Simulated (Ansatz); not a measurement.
Basis-set series for `Cl[C]1=[CH][GeH2][AlH]1`. The species carries charge 0 and has multiplicity 1. The geometry is a stationary point of PBE0-D4/def2-TZVP.

```xyz
9

Cl   -0.091    0.244   -2.991
C    -0.004   -0.029   -1.279
C    -0.250    0.948   -0.384
Ge   -0.044    0.220    1.447
Al    0.407   -1.570   -0.156
H    -0.517    1.964   -0.675
H     1.054    0.962    2.233
H    -1.352    0.336    2.254
H     0.797   -3.076   -0.450
```

```tsv
functional	basis	functions	energy (Eh)	HOMO (eV)	LUMO (eV)
PBE0-D4	def2-SVP	116	-2857.05182	-7.17	-2.00
PBE0-D4	def2-TZVPP	250	-2857.64316	-7.21	-2.04
ωB97M-V	def2-SVP	116	-2857.47474	-9.14	-0.26
ωB97M-V	def2-TZVPP	250	-2858.06625	-9.20	-0.36
```

Task: Give the rows for def2-QZVPP. (Best estimate.)

Result: The calculation gave: 
```csv
functional,basis,functions,energy (Eh),HOMO (eV),LUMO (eV)
PBE0-D4,def2-QZVPP,463,-2857.71279,-7.22,-2.06
ωB97M-V,def2-QZVPP,463,-2858.13364,-9.22,-0.45
```

Scalar relativity is left out up to krypton.

Program: Ansatz 0.2.0.
